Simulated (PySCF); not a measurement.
## Iron: a sound run and one with changed settings

Sound run: Fe⁺ [Ar] 3d6 4s1, Fe²⁺ [Ar] 3d6. Calculation: PySCF 2.14, in def2-TZVP; no relativity, point nucleus. In the sound run the correlated levels freeze [Ar]. The sound run starts from symmetry-adapted Hartree-Fock orbitals and uses a fine grid where one is needed.

Changed run: basis STO-3G. This setting is unsound on purpose.

```json
{"species": "Fe⁺", "method": "UHF", "sound run (hartree)": "-1262.19337", "changed run (hartree)": "-1248.57315", "converged": "yes"}
{"species": "Fe⁺", "method": "TPSS", "sound run (hartree)": "-1263.40279", "changed run (hartree)": "-1249.50924", "converged": "yes"}
{"species": "Fe⁺", "method": "MP2", "sound run (hartree)": "-1262.30592", "changed run (hartree)": "-1248.57347", "converged": "yes"}
{"species": "Fe²⁺", "method": "UHF", "sound run (hartree)": "-1261.63775", "changed run (hartree)": "-1248.07201", "converged": "yes"}
{"species": "Fe²⁺", "method": "TPSS", "sound run (hartree)": "-1262.80259", "changed run (hartree)": "-1248.98995", "converged": "yes"}
{"species": "Fe²⁺", "method": "MP2", "sound run (hartree)": "-1261.73456", "changed run (hartree)": "-1248.07228", "converged": "yes"}
```

Ionisation energy of Fe⁺:

```
 method  sound run (eV)  changed run (eV)
    UHF          15.119            13.637
   TPSS          16.332            14.131
    MP2          15.547            13.638
SCS-MP2          15.363            13.638
```

A minimal basis cannot let orbitals breathe on ionisation and holds almost no correlation.

For comparison, NIST gives 16.199 eV between the lowest levels.
